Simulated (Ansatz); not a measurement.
A search over several starts for the lowest SCF solution of Se3 at the given spin, in a small basis.

```yaml
crystal:
  periodic: [false, false, false]
  atoms:
    - {symbol: Se, position_ang: [1.851010, -0.498853, -0.350702]}
    - {symbol: Se, position_ang: [-1.475789, 1.229792, 0.328327]}
    - {symbol: Se, position_ang: [-0.375231, -0.730949, 0.022375]}
basis:
  gaussian: {orbitals: def2-SVP}
hamiltonian: {xc: pbe0, dispersion: d4}
output: {orbitals: {seedname: orbitals}}
```

```sh
$ ansatz run in.yaml --threads 4 --pin off --events-out ev --progress --plain --max-ram 3916MiB
```

Shortened log:

```
Functional definition: PBE0
921 factors; integrals over basis functions are off by at most 8.2e-4 eV
mean field evaluation 1: about -196000.5499 eV, gradient 2.1e1 eV
mean field evaluation 2: about -195996.6854 eV, gradient 4.2e1 eV
mean field evaluation 4: about -196001.7890 eV, gradient 5.5e-1 eV
mean field evaluation 8: about -196001.7961 eV, gradient 1.2e-1 eV
mean field evaluation 16: about -196001.7961 eV, gradient 2.8e-5 eV
mean field -196001.79612042 eV, -7202.9331526362 hartree, gradient 2.8e-5 eV, S^2 0.000000; 0 other end points of the search recorded, 0 dependent functions left out
reference -196001.79613815 eV, -7202.9331532878 hartree; 51, 51 occupied and 45, 45 virtual orbitals, 921 factors
Total energy: -196001.90085567 eV, -7202.9370015859 hartree
```

Hardware: 4 threads of Arm Neoverse V1 on a shared host. Wall time 1.3 s.

A triplet lies near this restricted singlet, and broken spin symmetry wasn't tried. The structure comes from a short search, and lower isomers may exist.
